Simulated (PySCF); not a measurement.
# `C=P(C)(C)N(C)C`, C₅H₁₄NP

Geometry (Å), atoms numbered from 1 in this order:
```xyz
21

C     1.051   -0.198   -1.958
P     0.715   -0.045   -0.299
C     1.157    1.655    0.243
C     1.419   -1.057    1.118
N    -0.930   -0.296   -0.073
C    -1.840   -0.139   -1.184
C    -1.573   -0.184    1.215
H     0.913   -1.223   -2.301
H     2.070    0.138   -2.142
H     0.851    2.340   -0.545
H     0.646    1.904    1.172
H     2.232    1.735    0.391
H     0.970   -2.049    1.088
H     1.292   -0.623    2.106
H     2.487   -1.154    0.920
H    -1.252   -0.078   -2.098
H    -2.445    0.770   -1.082
H    -2.517   -0.996   -1.239
H    -2.121    0.762    1.309
H    -0.843   -0.243    2.017
H    -2.292   -1.001    1.340
```

The calculation used GIAO BHandHLYP/pcSseg-1 magnetisability, rotational g tensor and spin-rotation constants, non-relativistic, gas phase in PySCF. Geometry: GFN2-xTB.

Question: Give the nuclear spin-rotation constants along the inertial axes (H = +C I·J) beside the isotropic shieldings.

Answer: Rotational constants 2.5303, 1.8976, 1.5426 GHz. A star marks the isotopologue with that one atom substituted, in its own axes.
```tsv
atom	isotope	Caa (kHz)	Cbb (kHz)	Ccc (kHz)	mean (kHz)	σ (ppm)
P2	31P	4.045	3.018	2.767	3.277	286.7
N5	14N	0.083	0.065	0.075	0.074	238.8
H8	1H	-0.287	-0.187	-0.020	-0.164	32.5
H9	1H	-0.005	-0.189	-0.189	-0.128	32.4
H10	1H	-0.284	-0.077	-0.081	-0.147	30.7
H11	1H	-0.232	-0.062	-0.131	-0.142	30.8
H12	1H	0.058	-0.232	-0.169	-0.114	30.8
H13	1H	-0.221	-0.218	-0.009	-0.149	30.8
H14	1H	-0.288	0.001	-0.123	-0.137	29.9
H15	1H	0.045	-0.222	-0.170	-0.116	30.9
H16	1H	-0.141	0.041	-0.128	-0.076	26.3
H17	1H	-0.202	-0.199	-0.001	-0.134	30.1
H18	1H	-0.085	-0.196	-0.065	-0.115	29.7
H19	1H	-0.212	-0.201	0.012	-0.134	29.6
H20	1H	-0.112	-0.040	-0.177	-0.109	29.3
H21	1H	-0.057	-0.195	-0.076	-0.109	29.2
C1	13C*	0.257	0.257	0.146	0.220	190.4
C3	13C*	0.405	0.258	0.187	0.283	170.1
C6	13C*	0.459	0.291	0.261	0.337	150.7
```
For the geometry as given, no vibrational averaging.

Question: How do the rotational constants and the g tensor change when H8, H9, H10, H11, H12, H13, H14, H15, H16, H17, H18, H19, H20, H21 are replaced by deuterium?

Answer: Constants 1.9736, 1.5133, 1.2443 GHz; g -0.0093, -0.0015, -0.0039, against -0.0117, -0.0020, -0.0047 before.
